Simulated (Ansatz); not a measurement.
`[NH2][W](=[O])([F])=[S]`, charge 0, multiplicity 1.

(1) Give a relaxed structure at PBE0-D4/def2-TZVP (Ansatz 0.2.0). (An estimate is asked.)

Results:

(1) The calculation gave: 
Cartesian coordinates in Å:
```
N -0.4317 -0.3282 -1.0698
W 0.3098 0.1068 0.6471
O -0.5367 -0.8113 1.7934
F 2.1195 -0.3184 0.7131
S 0.0240 2.1940 0.9832
H -0.9690 -1.1679 -1.2321
H -0.5159 0.3250 -1.8348
```
